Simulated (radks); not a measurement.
The mean radii <r> (bohr) of the occupied orbitals of an atom or ion are listed with their occupations. Method: Dirac Kohn-Sham, PBEsol, spin-unpolarised, spherical densities, point nucleus; computed with a radial shooting solver on a logarithmic mesh with Libxc functionals.

orbital  occ.      <r>
1s1/2       2  0.09698
2s1/2       2   0.4794
2p1/2       2   0.4411
2p3/2       4   0.4434
3s1/2       2    1.643
3p1/2       2    1.915
3p3/2       1    1.923
4s1/2       1    5.806

Name the element and its charge. Open shells, if any, fill j = l - 1/2 first.

Answer. Z = 16, sulfur, charge 0: S in [Ne] 3s2 3p3 4s1. The 1s radius gives Z: for a bare nucleus <r> = (2 gamma + 1)/(2Z) with gamma = sqrt(1 - (Z/c)^2), 0.09332 bohr for Z = 16, and screening makes it slightly larger (0.09698 here). The occupations add up to 16, and the charge is Z minus that.
